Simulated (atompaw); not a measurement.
H (Z = 1) PAW (atompaw): all-electron and pseudo phase curves

```json
{
 "Element": "H",
 "Generator": "atompaw 4.2.0.5",
 "Type": "PAW",
 "Functional": "PBE",
 "Relativity": "scalar-relativistic",
 "Frozen core": "none",
 "Valence charge": "1",
 "Reference configuration": "1s1",
 "Partial waves": "1s (bound): rc 0.95 bohr; 1s channel at -0.1 Ry: rc 0.95 bohr; 2p channel at -0.05 Ry: rc 0.90 bohr",
 "Local potential": "troulliermartins scheme with l = 2 at 0 Ry, radius 0.75 bohr",
 "Core correction": "none",
 "Augmentation charge": "gaussian compensation charge, radius 0.80 bohr; PAW radius 0.95 bohr; waves and projectors: custom polynom vanderbiltortho"
}
```

The phase is arctan(r·u′/u) with u = r·R(r), unwrapped; energies in Ry, scanned from -2 to 5 Ry. A pole is an energy at which the radial function vanishes at the test radius. The pseudo phase is shifted by a multiple of π to meet the all-electron one at the reference energy, and phase errors are pseudo minus all-electron; the curves can meet again beyond the range given. Levels narrower than the energy grid can be missing from the lists of poles.

```
channel  radius (bohr)  reference energy (Ry)  poles, all-electron  poles, pseudo  unbroken range about the reference energy with phases within 0.05 rad  phase error 1 Ry above the reference energy (rad)
      s           0.95                  -0.48                 none           none                                                        the whole range                                             +0.000
      p           0.95                  -0.05                 none           none                                                        the whole range                                             +0.000
```

Phases in the p channel:

| E (Ry) | all-electron | pseudo |
| --- | --- | --- |
| -2.00 | 1.105 | 1.105 |
| -1.76 | 1.095 | 1.096 |
| -1.52 | 1.086 | 1.086 |
| -1.28 | 1.076 | 1.076 |
| -1.04 | 1.065 | 1.065 |
| -0.80 | 1.054 | 1.054 |
| -0.56 | 1.042 | 1.042 |
| -0.32 | 1.030 | 1.030 |
| -0.08 | 1.016 | 1.016 |
| 0.16 | 1.002 | 1.002 |
| 0.40 | 0.987 | 0.987 |
| 0.64 | 0.971 | 0.971 |
| 0.88 | 0.954 | 0.954 |
| 1.12 | 0.936 | 0.936 |
| 1.36 | 0.916 | 0.916 |
| 1.60 | 0.895 | 0.896 |
| 1.84 | 0.873 | 0.873 |
| 2.08 | 0.849 | 0.849 |
| 2.32 | 0.823 | 0.823 |
| 2.56 | 0.795 | 0.795 |
| 2.80 | 0.764 | 0.765 |
| 3.04 | 0.731 | 0.732 |
| 3.28 | 0.696 | 0.696 |
| 3.52 | 0.657 | 0.658 |
| 3.76 | 0.615 | 0.616 |
| 4.00 | 0.569 | 0.570 |
| 4.24 | 0.519 | 0.521 |
| 4.48 | 0.465 | 0.467 |
| 4.72 | 0.407 | 0.409 |
| 4.96 | 0.344 | 0.347 |
